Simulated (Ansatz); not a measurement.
`C#C[O][AlH][CH3]` + silanol → `C#C[SiH2]O` + `[CH3][AlH][OH]`  (formal exchange of groups at a C–O bond)

Isolated molecules relaxed with PBE0-D4/def2-TZVP in Ansatz; ΔE leaves out vibrations. CBS: MP2 limit from def2 TZ/QZ plus the TZ coupled-cluster correction, frozen cores. Functionals use def2-TZVPP. HSE06 is defined as in plane-wave codes. Each species was taken in one conformer, which may not be the lowest.

(1) Is it downhill or uphill in electronic energy at CCSD(T)/CBS, and by how much? (Estimate.)

(2) What do these levels give: revPBE-D4, B97M-V, HSE06-D4, revPBE, PBE0, r2SCANh, HSE06, BHLYP, RPA@PBE/def2-TZVPP, MP2/def2-TZVPP, SCS-MP2/def2-TZVPP, MP2/CBS(def2)? (An estimate is asked.)

Largest T1 diagnostic among the species: 0.013.

## Answers

(1) Computed: Downhill: ΔE = -127.3 kJ/mol.

(2) Ansatz gave: revPBE-D4 -105.5, B97M-V -112.9, HSE06-D4 -106.0, revPBE -106.2, PBE0 -106.2, r2SCANh -112.0, HSE06 -106.2, BHLYP -110.6, RPA@PBE/def2-TZVPP -119.7, MP2/def2-TZVPP -129.2, SCS-MP2/def2-TZVPP -126.3, MP2/CBS(def2) -132.7 kJ/mol.

In def2-TZVPP, CCSD(T) changes the Hartree–Fock value by −13.0 kJ/mol (the triples alone add −1.0 kJ/mol) and MP2 by −18.4 kJ/mol. At CCSD(T), def2-SVP lies +28.3 kJ/mol from the extrapolated value and def2-TZVPP +3.5 kJ/mol. Leaving LDA and LC-ωPBE aside and taking each functional with its dispersion term where it has one, the values, not all of them listed here, spread over 13.4 kJ/mol, from B2PLYP to PBE-D4. LDA lies +10.5 kJ/mol from PBE without D4.
